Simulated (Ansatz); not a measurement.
`CB(C)S` + H₂O → `CB(C)O` + H₂S at 298.15 K and 1 bar (formal hydrolysis of a B–S bond).

Gas-phase electronic energies from Ansatz, PBE0-D4/def2-TZVP geometries. CCSD(T)/CBS is the MP2 limit (def2-TZVPP, def2-QZVPP) plus CCSD(T) − MP2 in def2-TZVPP, frozen cores. This one scheme is used for every species. Each species was taken in one conformer, which may not be the lowest.

```
 species  CCSD(T)/CBS energy (Eh)  H − E (kJ/mol)  S (J/(mol·K))
`CB(C)S`               -502.93918           248.5          328.9
     H₂O                -76.37941            66.4          188.7
`CB(C)O`               -180.36349           260.7          317.4
     H₂S               -398.97279            49.9          205.7
```

H − E and S are ideal-gas, rigid-rotor, harmonic terms from PBE0-D4/def2-TZVP, for one conformer and one mirror image of each species. 1 Eh = 2625.50 kJ/mol, R = 8.31446 J/(mol·K).

Task: By hand: ΔE, ΔH, ΔS and ΔG.

Result: ΔE = (-180.36349) + (-398.97279) − (-502.93918) − (-76.37941) = -0.01769 Eh = -46.4 kJ/mol. Δ(H − E) = 260.7 + 49.9 − 248.5 − 66.4 = -4.3, so ΔH = -50.7 kJ/mol. ΔS = 317.4 + 205.7 − 328.9 − 188.7 = 5.5 J/(mol·K). ΔG = -50.7 − 298.15 × (5.5)/1000 = -52.3 kJ/mol.

Task: By hand: the equilibrium constant, and the temperature at which ΔG would vanish if ΔH and ΔS stayed fixed.

Result: log₁₀ K = −ΔG/(RT ln 10) = 9.2. ΔH and −TΔS have one sign here, so there is no such temperature.

The number of gas molecules stays the same, so ΔS is small and ΔH decides. A doubt of 5 kJ/mol in ΔE shifts log₁₀ K by 0.9 here. Other conformers and mirror images would add mixing entropy, several J/(mol·K) or more a flexible species. These are equilibria of isolated gas molecules and say nothing of rates. Largest T1 diagnostic: 0.012 (customary marks: 0.02 for closed shells, 0.045 for open ones).

ΔS is within the doubt of such terms, so its sign, and with it that verdict, could turn.
